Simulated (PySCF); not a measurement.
## State search for PbBr

Unrestricted PBE0; PySCF, scalar-relativistic core potentials, basis sets Pb def2-SVP with ECP60, Br def2-SVP. Outer shells of the fragments: Pb 5d10 6s2 6p2; Br 3d10 4s2 4p5.

Followed along the bond (rough minima from three points):

```csv
2Ms+1,unpaired,⟨S²⟩ at the start,R at minimum (Å),Te (eV)
2,π ↑,0.75,2.64,0.00
4,"σ ↑, π ↑↑",3.76,none in the scan,≤ 3.43
```

Solutions found at the starting distance of 2.510 Å, counted from the lowest of them; the search is not exhaustive and high or unbound solutions are not listed, so other states can lie among these:

| 2Ms+1 | unpaired | term | E (eV) | ⟨S²⟩ | ⟨Lz²⟩ | μ (D) |
| --- | --- | --- | --- | --- | --- | --- |
| 2 | π ↑ | ²Π | 0.00 | 0.75 | 1.00 | -2.84 |
| 2 | σ ↑ | ²Σ⁺ | 2.47 | 0.75 | 0.00 | -1.78 |
| 4 | σ ↑, π ↑↑ | ⁴Σ⁻ | 3.73 | 3.76 | 0.00 | 0.10 |
| 2 | σ ↓, π ↑↑ | mixed | 4.15 | 1.76 | 0.00 | 0.57 |
| 4 | π ↑↑↑ | ⁴Π | 4.20 | 3.76 | 1.00 | 2.97 |
| 2 | π ↑↑↓ | mixed | 4.51 | 1.76 | 3.01 | 2.99 |
| 4 | σ ↑↑, π ↑ | ⁴Π | 5.69 | 3.75 | 1.00 | 1.02 |
| 4 | σ ↑, π ↑↑ | mixed | 6.11 | 3.75 | 2.01 | 3.52 |
| 4 | σ ↑, π ↑↑ | mixed | 6.27 | 3.75 | 2.01 | 3.49 |

A term symbol is given only where ⟨S²⟩ and ⟨Lz²⟩ are close to those of a pure state; real π, δ and φ orbitals otherwise mix terms. A positive dipole means Pb(−)Br(+).

These are scalar-relativistic numbers at best; spin–orbit coupling would shift them, the dissociation energy most. Counting both spins, an empty level lies below a filled one in some of these solutions, because spin and occupation are held.
